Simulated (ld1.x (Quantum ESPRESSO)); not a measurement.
**erbium (Er), TM: configuration errors across variants**

ld1.x (Quantum ESPRESSO) 7.5 input, shortened:

```
&input
   title='Er', zed=68., rel=2, dft='PBE', iswitch=3,
   config='[Xe] 4f11 5d1 6s0 6p0', rel_dist='average'
 /
 &inputp
   pseudotype=2, tm=.true., lloc=0,
   nlcc=.true., rcore=1.20
 /
3
5P  2  1   6.00   0.00  1.45  1.45  0.0
5D  3  2   1.00   0.00  2.70  2.70  0.0
5S  1  0   2.00   0.00  2.05  2.05  0.0
 &test
   configts(1)='5s2 5p6 5d1 6s0 6p0'
 /
```

Open shells are filled in proportion to 2j + 1 (rel_dist='average').

All-electron excitation energies from the reference (eV): (1) 5s2 5p6 5d1 6s2 6p0 -19.810; (2) 5s2 5p6 5d1 6s1 6p0 -12.764; (3) 5s2 5p6 5d0 6s0 6p0 19.944; (4) 5s2 5p6 5d1 6s0 6p2 -13.336; (5) 5s2 5p6 5d1 6s1 6p1 -16.656; (6) 5s2 5p6 5d1.5 6s1.5 6p0 -18.611; (7) 5s2 5p6 5d2 6s1 6p0 -17.351.

Tests that are not counted but printed errors over 1 eV. “all radii but the core radius scaled by about 1.20 (s 2.46, p 1.74, d 3.24 bohr)”: 5s2 5p6 5d1 6s2 6p0 (pseudo-atom not self-consistent, printed error -1032 eV); 5s2 5p6 5d2 6s1 6p0 (pseudo-atom not self-consistent, printed error -994 eV); 1 more.

A true bound ghost makes a file unfit for plane-wave use even where its test errors are small: the radial tests pick states by their node count and pass the ghost by. Where a test does run into it, the solver fails or the error is huge.

Errors AE − PS in meV (a dash: test not solved or not reliable):

```csv
change,(1),(2),(3),(4),(5),(6),(7),bound ghosts
base,+2308,+1524,-56,+219,+1392,+1666,+1068,none
"all radii but the core radius scaled by about 0.77 (s 1.58, p 1.12, d 2.08 bohr)",+408,+274,-63,+109,+273,+278,+160,not determined
"all radii but the core radius scaled by about 0.89 (s 1.82, p 1.28, d 2.40 bohr)",+1252,+833,-61,+140,+759,+888,+555,none
"all radii but the core radius scaled by about 1.07 (s 2.20, p 1.56, d 2.90 bohr)",+3361,+2199,-50,+297,+2025,+2457,+1597,none
"all radii but the core radius scaled by about 1.20 (s 2.46, p 1.74, d 3.24 bohr)",–,+3402,-27,+408,+3170,–,–,none
"all radii but the core radius scaled by about 1.25 (s 2.56, p 1.82, d 3.38 bohr)",+5672,+3619,-19,+423,+3380,+4215,+2789,none
```

**Question.** Give the same row for: all radii but the core radius scaled by about 1.39 (s 2.84, p 2.02, d 3.74 bohr).

**Answer.** –, +4402, +34, +382, +4113, +5246, +3495; bound ghosts: s (extra level of the local part). Not counted: 5s2 5p6 5d1 6s2 6p0 (pseudo-atom not self-consistent, printed error -1039 eV).
